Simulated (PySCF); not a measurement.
Start geometry of `CC(C)(C)[SiH2]C#[C][GeH3]` from GFN2-xTB (Å):
```
atom  x, y, z in Å
C1    -1.0979    1.5071   -0.0918
C2    -1.3469    0.0114   -0.2927
C3    -1.2734   -0.6844    1.0673
C4    -2.7453   -0.1866   -0.8790
Si5   -0.0294   -0.7246   -1.4819
C6     1.6252   -0.4420   -0.6975
C7     2.6872   -0.2365   -0.1515
Ge8    4.3424    0.0863    0.7054
H9    -1.8359    1.9288    0.5915
H10   -1.1664    2.0440   -1.0362
H11   -0.1084    1.6800    0.3278
H12   -2.0102   -0.2632    1.7520
H13   -1.4733   -1.7501    0.9722
H14   -0.2871   -0.5597    1.5111
H15   -2.8383    0.3114   -1.8427
H16   -2.9624   -1.2441   -1.0195
H17   -3.5020    0.2264   -0.2114
H18   -0.0654   -0.0313   -2.7758
H19   -0.2369   -2.1693   -1.6436
H20    5.0360   -1.2127    0.9436
H21    4.0954    0.7662    2.0112
H22    5.1827    0.9622   -0.1619
```

**Question.** What comes out of this run: PBE0-D3(BJ)/def2-SVP geometry optimisation, gas phase (PySCF 2.14.0)?

**Answer.** 
```
atom  x, y, z in Å
C1    -1.4023    0.8592   -0.6237
C2    -1.6506   -0.6401   -0.8067
C3    -1.5520   -1.3586    0.5412
C4    -3.0291   -0.8747   -1.4319
Si5   -0.3378   -1.3478   -1.9894
C6     1.3403   -1.0769   -1.2849
C7     2.4247   -0.8645   -0.7572
Ge8    4.1133   -0.5388    0.0538
H9    -2.1548    1.2897    0.0603
H10   -1.4720    1.4056   -1.5782
H11   -0.4078    1.0568   -0.1937
H12   -2.3029   -0.9561    1.2437
H13   -1.7370   -2.4405    0.4435
H14   -0.5598   -1.2262    1.0009
H15   -3.1286   -0.3734   -2.4084
H16   -3.2373   -1.9469   -1.5793
H17   -3.8201   -0.4733   -0.7742
H18   -0.4127   -0.6694   -3.3197
H19   -0.5439   -2.8162   -2.1816
H20    4.8237   -1.8813    0.2783
H21    3.8860    0.1691    1.3976
H22    4.9473    0.3528   -0.8771
```

The energy falls by 12.7 kJ/mol over 5 energy and gradient evaluations, the largest force component goes from 0.0253 to 2.3e-04 Eh/bohr, and the atoms move by 0.048 Å rms after alignment. Among the bonds, Ge8–H20, Ge8–H21 and Ge8–H22 change most and about equally (+0.043 to +0.044 Å). Bonds longer at the end by more than 0.005 Å: 16 of 21; shorter: 2. Among the angles that change most is C2–Si5–C6, from 107.0° to 109.7°. Rotational constants go from 2830, 354.2, 340.4 to 2862, 348.9, 336.6 MHz. The orientation of the end geometry is arbitrary; only internal coordinates are fixed.

The run used 204 basis functions and 35 SCF cycles in all. On x86-64 server, one thread, shared host, this took 2.3 min of wall time.

No frequency check.
